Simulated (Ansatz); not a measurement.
Reaction (substitution at a C–O bond): `CO[Si]1(F)CO1` + `CB(O)S` → `CSB(C)O` + `O[Si]1(F)CO1`

Computed with Ansatz on PBE0-D4/def2-TZVP structures; ΔE is electronic, products minus reactants. CBS: MP2 limit from def2 TZ/QZ plus the TZ coupled-cluster correction, frozen cores. Functionals use def2-TZVPP. B3LYP here is the variant with VWN-RPA as its local correlation; programs differ in this. Each species was taken in one conformer, which may not be the lowest.

Problem. Is it downhill or uphill in electronic energy at CCSD(T)/CBS, and by how much? (An estimate is asked.)

Solution. Computed: Downhill: ΔE = -49.4 kJ/mol.

Problem. What do these levels give: PBE-D4, r2SCAN-D4, B3LYP-D4, ωB97X-V, ωB97M-V, PBE, SCS-MP2/def2-TZVPP, CCSD/def2-TZVPP, CCSD(T)/def2-TZVPP, HF/CBS(def2), MP2/CBS(def2), CCSD/CBS(def2)? (Estimate.)

Solution. Computed: PBE-D4 -48.7, r2SCAN-D4 -47.9, B3LYP-D4 -41.7, ωB97X-V -42.9, ωB97M-V -46.0, PBE -47.2, SCS-MP2/def2-TZVPP -46.5, CCSD/def2-TZVPP -43.2, CCSD(T)/def2-TZVPP -45.7, HF/CBS(def2) -31.0, MP2/CBS(def2) -56.8, CCSD/CBS(def2) -46.9 kJ/mol.

Largest T1 diagnostic among the species: 0.013.

In def2-TZVPP, CCSD(T) changes the Hartree–Fock value by −14.5 kJ/mol (the triples alone add −2.5 kJ/mol) and MP2 by −21.9 kJ/mol.
